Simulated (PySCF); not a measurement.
Compound: C8H7F.
Numbering: `[CH2:1]=[CH:2][c:3]1[cH:4][cH:5][c:6]([F:7])[cH:8][cH:9]1` (hydrogens: H10, H11 on C1; H12 on C2; H13 on C4; H14 on C5; H15 on C8; H16 on C9)

Geometry (GFN2-xTB, Å), atoms numbered from 1 in this order:
```xyz
16
C8H7F angstrom
C      2.2855   -1.6285    0.5678
C      1.8271   -0.5898   -0.1204
C      0.4685   -0.0594   -0.1041
C      0.1690    1.0467   -0.9032
C     -1.0997    1.5919   -0.9299
C     -2.0836    1.0203   -0.1442
F     -3.3276    1.5444   -0.1621
C     -1.8257   -0.0755    0.6600
C     -0.5522   -0.6080    0.6751
H      3.3114   -1.9434    0.4849
H      1.6707   -2.2063    1.2363
H      2.5065   -0.0563   -0.7742
H      0.9451    1.4855   -1.5137
H     -1.3332    2.4458   -1.5462
H     -2.6170   -0.4965    1.2600
H     -0.3525   -1.4619    1.3024
```

IAO charges (e) from the PBE0/pcSseg-1 density (PySCF), one withheld:

```csv
atom,bonded to,charge
C1,C2 H10 H11,-0.3140
C2,C1 C3 H12,-0.1360
C3,C2 C4 C9,-0.0123
C4,C3 C5 H13,-0.1403
C5,C4 C6 H14,-0.1918
C6,C5 F7 C8,+0.2955
F7,C6,?
C8,C6 C9 H15,-0.1886
C9,C8 C3 H16,-0.1355
H10,C1,+0.1571
H11,C1,+0.1426
H12,C2,+0.1456
H13,C4,+0.1540
H14,C5,+0.1701
H15,C8,+0.1700
H16,C9,+0.1539
```

(1) What is the charge on F7?

(2) Add each hydrogen's charge to the atom that carries it.

(3) Across which bond do the charges differ most?

(4) Take the bonds between elements whose Pauling electronegativities differ by more than 0.25. In how many does the more electronegative atom carry the lower charge?

(5) How much positive and how much negative charge does this set hold in all?

Results:

(1) The charges add up to the total charge, 0. The others sum to +0.2703, which leaves -0.2703 e for F7 (aryl fluorine); the computed value is -0.2704, the difference coming from rounding.

(2) C1 -0.0143, C2 +0.0096, C4 +0.0137, C5 -0.0217, C8 -0.0186, C9 +0.0184. Atoms without hydrogen keep their charges.

(3) C6–F7: +0.2955 on C6 against -0.2704 on F7, a difference of 0.5659 e. The lower charge is on the more electronegative element of the two (Pauling values: F 3.98, C 2.55).

(4) In 8 of 8.

(5) +1.3888 e on 8 atoms and -1.3889 e on 8.

The IAO scheme counts the electrons in orthogonalised intrinsic atomic orbitals, a minimal basis polarised so that it spans the occupied orbitals exactly. Geometry: GFN2-xTB, one conformer, isolated molecule.
